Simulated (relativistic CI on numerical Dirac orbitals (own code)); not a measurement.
## Hyperfine structure of Lu²⁺, mass number 175

Calculated at this level of theory: Dirac-Coulomb-Breit CI, separate exchange-only KLI orbitals for each configuration, a model potential for QED, valence Slater integrals scaled by 0.85, P86 correlation energy added to each configuration (own radial code, finite nucleus).

Configurations in the expansion (outside the closed core [Xe]): 4f¹⁴6s, 4f¹⁴5d, 4f¹⁴6p, 4f¹⁴6d, 4f¹⁴6f, 4f¹³6s5d, 4f¹⁴7s, 4f¹³6s², 4f¹⁴7p, 4f¹⁴5f, 4f¹⁴8s, 4f¹⁴7d, 4f¹⁴8p. Double excitations out of closed p, d and f shells are left out; levels of such configurations are missing from the list, as are those of other unlisted configurations, and high levels can miss mixing partners.

Nuclear spin I = 7/2, μ = 2.2257 μN, Q = 3.49 b (tables of Stone and Pyykkö). The electronic factors are computed for point nuclear moments, without core polarisation; leaving it out makes A of s and p electrons in near-neutral atoms 20 to 40 % too small, and it can dominate for d and f shells.

```json
{"Level": "4f¹⁴6s ²S1/2", "E (eV)": "0.0000", "A (MHz)": "12000", "B (MHz)": ""}
{"Level": "4f¹⁴5d ²D3/2", "E (eV)": "0.3892", "A (MHz)": "451.5", "B (MHz)": "1680"}
{"Level": "4f¹⁴5d ²D5/2", "E (eV)": "0.6509", "A (MHz)": "173.2", "B (MHz)": "1990"}
{"Level": "4f¹⁴6p ²P°1/2", "E (eV)": "4.3795", "A (MHz)": "2471", "B (MHz)": ""}
{"Level": "4f¹⁴6p ²P°3/2", "E (eV)": "5.0627", "A (MHz)": "400.8", "B (MHz)": "3200"}
{"Level": "4f¹³6s5d ⁴P°5/2", "E (eV)": "7.7294", "A (MHz)": "3256", "B (MHz)": "-2950"}
{"Level": "4f¹³6s5d ²H°9/2", "E (eV)": "8.2443", "A (MHz)": "-534.5", "B (MHz)": "-5020"}
{"Level": "4f¹³6s5d ⁴H°11/2", "E (eV)": "8.3084", "A (MHz)": "1152", "B (MHz)": "-5260"}
```

Levels with J = 0, under 50 % of one LS term, or S terms without an open s electron are left out. Small factors come from cancelling terms and can be off by tens of per cent or more.

For a near-neutral ion this model can misplace configurations by up to about 10,000 cm⁻¹ (more where the count of f electrons changes) and terms by 10 to 25 % of their spread. Rates follow the energies as ν³ (E1, M1) or ν⁵ (E2), so they and the lifetimes can be off by large factors. The fine structure of a lone outer electron comes out too small, for d and f at times inverted, and misplaced configurations move strength between like terms. 11 of the 11 excited levels that our extract of the measured tables holds in this range could be paired (the sources list more); they are missed by 4788 cm⁻¹ on average and 5703 at most, and levels without a partner can miss by more.

Task: Give the hyperfine levels of 4f¹⁴6s ²S1/2 relative to its centre of gravity.

Result: With K = F(F + 1) − I(I + 1) − J(J + 1), E = AK/2: F = 3: -26990, F = 4: 20990 MHz.

LS names give the leading component of a level, which can be under half, so a name can repeat, a term be missing and a line seem to break the LS rules.
